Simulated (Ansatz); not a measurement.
`B[SiH](F)F` + `[F][Al]([Cl])[Cl]` → `B[Si](F)(F)F` + `[Cl][AlH][Cl]`  (redistribution)

Isolated molecules relaxed with PBE0-D4/def2-TZVP in Ansatz; ΔE leaves out vibrations. CCSD(T)/CBS adds triple-zeta CCSD(T) − MP2 to the extrapolated MP2 energy (def2 sets, frozen cores). This one scheme is used for every species. DFT in def2-TZVPP. B3LYP here is the variant with VWN-RPA as its local correlation; programs differ in this. HSE06 is defined as in plane-wave codes.

```tsv
level	ΔE (kJ/mol)	difference from CCSD(T)/CBS
PBE-D4	9.5	-0.9
BLYP-D4	11.8	1.4
B97M-V	-1.5	-11.9
PBE0-D4	7.8	-2.6
B3LYP-D4	10.0	-0.4
r2SCANh-D4	8.1	-2.3
HSE06-D4	7.6	-2.8
BHLYP-D4	7.7	-2.7
CAM-B3LYP-D4	8.0	-2.4
ωB97X-V	7.7	-2.7
ωB97M-V	6.0	-4.4
B2PLYP	10.3	-0.1
PBE-QIDH	8.0	-2.4
PBE	9.6	-0.8
revPBE	11.7	1.3
BLYP	12.1	1.7
PBE0	7.9	-2.5
B3LYP	10.1	-0.3
r2SCANh	8.1	-2.3
r2SCAN0	7.2	-3.2
HSE06	7.7	-2.7
BHLYP	7.6	-2.8
CAM-B3LYP	8.0	-2.4
LC-ωPBE	10.1	-0.3
RPA@PBE/def2-TZVPP	9.8	-0.6
HF/def2-SVP	17.1	6.7
MP2/def2-SVP	23.4	13.0
CCSD/def2-SVP	22.8	12.4
CCSD(T)/def2-SVP	22.4	12.0
HF/def2-TZVPP	4.2	-6.2
MP2/def2-TZVPP	11.2	0.8
SCS-MP2/def2-TZVPP	11.1	0.7
CCSD/def2-TZVPP	8.9	-1.5
CCSD(T)/def2-TZVPP	9.0	-1.4
HF/def2-QZVPP	4.8	-5.6
MP2/def2-QZVPP	12.2	1.8
SCS-MP2/def2-QZVPP	12.1	1.7
HF/CBS(def2)	4.9	-5.5
MP2/CBS(def2)	12.6	2.2
CCSD/CBS(def2)	10.3	-0.1
CCSD(T)/CBS	10.4	0
```

Largest T1 diagnostic among the species: 0.012.

In def2-TZVPP, CCSD(T) changes the Hartree–Fock value by +4.8 kJ/mol (the triples alone add +0.1 kJ/mol) and MP2 by +7.0 kJ/mol. From BLYP to BHLYP (50 % exact exchange), in def2-TZVPP and without D4, ΔE moves by −4.5 kJ/mol.
